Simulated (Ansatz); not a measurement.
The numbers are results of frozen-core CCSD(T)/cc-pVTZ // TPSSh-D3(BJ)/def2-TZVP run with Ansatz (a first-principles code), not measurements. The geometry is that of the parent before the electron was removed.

Ansatz 0.2 input:
```yaml
crystal:
  periodic: [false, false, false]
  atoms:
    - { symbol: C, position_ang: [2.114575, 0.16178, -0.281901] }
    - { symbol: N, position_ang: [0.954151, -0.017384, -0.023647] }
    - { symbol: C, position_ang: [-0.266761, -0.375987, 0.323796] }
    - { symbol: O, position_ang: [-1.284338, 0.356197, 0.158953] }
    - { symbol: H, position_ang: [-0.445696, -1.349558, 0.780459] }
    - { symbol: H, position_ang: [-1.112118, 1.233342, -0.254265] }
basis:
  gaussian: { orbitals: cc-pVTZ }
correlation:
  method: ccsd_t
total_charge: 2
magnetization:
  spin_polarized: true
  initial_magnetization: 1
```

Output:

```
Functional definition: HF
882 factors; integrals over basis functions are off by at most 1.1e-3 eV
mean field evaluation 1: about -5573.6183 eV, gradient 5.5e1 eV
mean field evaluation 2: about -5573.6217 eV, gradient 5.5e1 eV
mean field evaluation 4: about -5585.5143 eV, gradient 8.0e0 eV
mean field evaluation 8: about -5586.2752 eV, gradient 1.2e0 eV
mean field evaluation 16: about -5586.4845 eV, gradient 3.2e-4 eV
mean field evaluation 32: about -5586.4800 eV, gradient 2.1e-1 eV
mean field evaluation 64: about -5586.4291 eV, gradient 2.1e0 eV
mean field evaluation 96: about -5584.8589 eV, gradient 4.2e-1 eV
mean field evaluation 128: about -5583.0696 eV, gradient 1.7e0 eV
mean field evaluation 160: about -5580.4902 eV, gradient 1.4e0 eV
mean field evaluation 192: about -5580.8566 eV, gradient 2.2e-1 eV
mean field evaluation 224: about -5579.5356 eV, gradient 4.5e-3 eV
mean field evaluation 256: about -5578.8531 eV, gradient 1.8e-2 eV
mean field evaluation 288: about -5579.0938 eV, gradient 1.0e-2 eV
mean field evaluation 320: about -5574.4320 eV, gradient 1.1e0 eV
mean field evaluation 352: about -5572.4778 eV, gradient 1.7e1 eV
mean field evaluation 384: about -5582.9713 eV, gradient 7.6e0 eV
mean field evaluation 416: about -5581.8515 eV, gradient 5.9e-2 eV
mean field evaluation 448: about -5579.6013 eV, gradient 4.7e-3 eV
mean field -5586.48446089 eV, -205.2995172827 hartree, gradient 1.4e-6 eV, S^2 1.179121; 6 other end points of the search recorded, 0 dependent functions left out
determinant -5586.48446089 eV, -205.2995172827 hartree, with singles and doubles -5604.60379333 eV, -205.9653904680 hartree
determinant -5584.83915464 eV, -205.2390533929 hartree, with singles and doubles -5602.72844229 eV, -205.8964725884 hartree
determinant -5584.70098315 eV, -205.2339756844 hartree, with singles and doubles -5602.53022548 eV, -205.8891882552 hartree
4 core orbitals not correlated
reference -5586.48446089 eV, -205.2995172827 hartree; 10, 9 occupied and 134, 135 virtual orbitals, 882 factors
second order -17.16767106 eV of doubles, -0.00000000 eV of singles
cycle   1  -17.97200874 eV  change    -1.6e0 eV  update   2.9e-2
cycle   2  -18.03695629 eV  change   -6.5e-2 eV  update   8.8e-3
cycle   3  -18.03867419 eV  change   -1.7e-3 eV  update   5.3e-3
cycle   4  -18.05143179 eV  change   -1.3e-2 eV  update   3.5e-3
cycle   5  -18.06288371 eV  change   -1.1e-2 eV  update   1.9e-3
cycle   6  -18.06735681 eV  change   -4.5e-3 eV  update   9.1e-4
cycle   7  -18.06875736 eV  change   -1.4e-3 eV  update   3.6e-4
cycle   8  -18.06918820 eV  change   -4.3e-4 eV  update   2.1e-4
cycle   9  -18.06933287 eV  change   -1.4e-4 eV  update   1.3e-4
cycle  10  -18.06920512 eV  change    1.3e-4 eV  update   8.1e-5
cycle  11  -18.06920212 eV  change    3.0e-6 eV  update   5.4e-5
cycle  12  -18.06916115 eV  change    4.1e-5 eV  update   3.6e-5
cycle  13  -18.06916877 eV  change   -7.6e-6 eV  update   2.1e-5
perturbative correction -0.91461801 eV, -0.0336115921 hartree
Total energy: -5605.46824768 eV, -205.9971585794 hartree
```

Cost: roughly 2.3 core-minutes.
